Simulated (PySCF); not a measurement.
Compound: C3H6OSSi.
Bonds: C1–C2 (double), C2–C3, C3–O4 (double), C2–S5, S5–Si6. Hydrogens: H7, H8 on C1; H9 on C3; H10, H11, H12 on Si6.

Computed by this run: PBE0-D3(BJ)/def2-SVP geometry optimisation, gas phase (PySCF 2.14.0); density fitting, grid level 1; the optimiser is geomeTRIC in internal coordinates, started from a GFN2-xTB structure with every atom displaced at random (about 0.01 Å).

Step 1: E = -23945.7277 eV
```
atom  x, y, z in Å  |  force x, y, z in eV/Å
C1     -1.9014   -1.3262   -0.2991   -0.044  -0.032  -0.150
C2     -0.8031   -0.5679   -0.1365    0.130   0.057   0.008
C3     -1.0043    0.7697    0.4380    0.060   0.412   0.292
O4     -0.1339    1.5841    0.6526    0.028  -0.325  -0.168
S5      0.8125   -1.0983   -0.5717    0.055   0.111   0.043
Si6     2.1671    0.5434   -0.0471   -0.220  -0.565  -0.095
H7     -1.8623   -2.3242   -0.7347    0.001  -0.100   0.011
H8     -2.8789   -0.9230   -0.0259   -0.053  -0.012   0.051
H9     -2.0584    1.0097    0.7032   -0.115  -0.039  -0.055
H10     2.2830    0.7581    1.4102    0.021   0.193   0.133
H11     2.0121    1.7165   -0.9220    0.018   0.317  -0.030
H12     3.4071   -0.1703   -0.4756    0.118  -0.015  -0.041
```

Step 2: E = -23945.6648 eV
```
atom  x, y, z in Å  |  force x, y, z in eV/Å
C1     -1.9161   -1.3421   -0.3159   -0.050   0.100   0.048
C2     -0.8294   -0.5667   -0.1324   -0.415  -0.374  -0.070
C3     -0.9852    0.7756    0.4506    0.577  -0.666  -0.449
O4      0.0088    1.4475    0.5931   -0.450   1.032   0.518
S5      0.7867   -1.0959   -0.5642    0.094  -0.080  -0.040
Si6     2.1300    0.5483   -0.0405   -0.199  -0.173  -0.013
H7     -1.8541   -2.3455   -0.7422   -0.004   0.005  -0.007
H8     -2.9032   -0.9663   -0.0322   -0.020  -0.007   0.004
H9     -2.0133    1.1140    0.7213    0.171   0.058   0.028
H10     2.2459    0.7974    1.4203    0.140   0.061  -0.002
H11     1.9789    1.7501   -0.9007    0.126   0.069   0.012
H12     3.3906   -0.1448   -0.4659    0.028  -0.023  -0.029
```

Step 3: E = -23945.7343 eV
```
atom  x, y, z in Å  |  force x, y, z in eV/Å
C1     -1.9085   -1.3374   -0.3041   -0.029   0.096  -0.082
C2     -0.8169   -0.5672   -0.1343   -0.117  -0.156  -0.040
C3     -0.9932    0.7753    0.4404    0.227  -0.147   0.010
O4     -0.0621    1.5249    0.6206   -0.157   0.265   0.108
S5      0.7989   -1.0965   -0.5688    0.077   0.039   0.011
Si6     2.1476    0.5462   -0.0430   -0.205  -0.363  -0.066
H7     -1.8570   -2.3364   -0.7401    0.002  -0.041   0.029
H8     -2.8924   -0.9462   -0.0323   -0.029  -0.016   0.040
H9     -2.0346    1.0598    0.7183    0.018   0.016  -0.042
H10     2.2650    0.7746    1.4165    0.066   0.134   0.065
H11     1.9961    1.7332   -0.9117    0.071   0.190   0.001
H12     3.3969   -0.1587   -0.4703    0.075  -0.018  -0.033
```

Step 4: E = -23945.7494 eV
```
atom  x, y, z in Å  |  force x, y, z in eV/Å
C1     -1.9151   -1.3377   -0.3139    0.059   0.109   0.051
C2     -0.8255   -0.5638   -0.1314   -0.026  -0.097   0.004
C3     -1.0072    0.7772    0.4541   -0.141   0.004  -0.120
O4     -0.1078    1.5583    0.6512    0.065  -0.016   0.034
S5      0.7925   -1.0919   -0.5639    0.084   0.045   0.010
Si6     2.1613    0.5319   -0.0498    0.005  -0.094  -0.047
H7     -1.8544   -2.3426   -0.7393    0.005   0.039   0.002
H8     -2.9024   -0.9616   -0.0280    0.023  -0.004  -0.003
H9     -2.0630    1.0464    0.6947    0.013  -0.021   0.034
H10     2.3096    0.7914    1.4096   -0.022   0.046  -0.057
H11     2.0423    1.7470   -0.9053   -0.011  -0.022   0.090
H12     3.4092   -0.1829   -0.4868   -0.054   0.010   0.001
```

Problem. Estimate the geometry and energy of step 5. (The exact step hangs on the optimiser's Hessian estimate; all steps are aligned on step 4, rigid shifts and turns removed.)

Solution. E = -23945.7513 eV, largest force 0.099 eV/Å
```
atom  x, y, z in Å  |  force x, y, z in eV/Å
C1     -1.9127   -1.3292   -0.3099    0.045  -0.082  -0.020
C2     -0.8152   -0.5687   -0.1362   -0.087   0.042   0.001
C3     -1.0119    0.7736    0.4401    0.081   0.009   0.055
O4     -0.1160    1.5555    0.6524    0.006   0.001  -0.011
S5      0.8035   -1.0992   -0.5653   -0.025   0.030   0.016
Si6     2.1623    0.5255   -0.0494    0.032  -0.005  -0.028
H7     -1.8622   -2.3360   -0.7304   -0.019   0.001   0.001
H8     -2.8942   -0.9424   -0.0198    0.015   0.002  -0.015
H9     -2.0695    1.0308    0.6846    0.005   0.003  -0.019
H10     2.3113    0.7923    1.4070   -0.018   0.015  -0.020
H11     2.0336    1.7492   -0.8878   -0.007  -0.015   0.037
H12     3.4105   -0.1800   -0.4942   -0.028  -0.001   0.002
```

The energy changes by -0.0020 eV. The first-order estimate −F·Δx gives -0.0065 eV and the mean of the old and new forces, exact on a quadratic surface, -0.0020 eV. The step makes an angle of 66° with the force vector and moves no atom by more than 0.022 Å.

What follows is the cost of the whole optimisation. On one thread, Arm Neoverse V1 (aarch64), no GPU, shared host with 32 logical CPUs at a one-minute load of 29, this took 69 s of wall time and 0.52 GiB of memory at its peak.
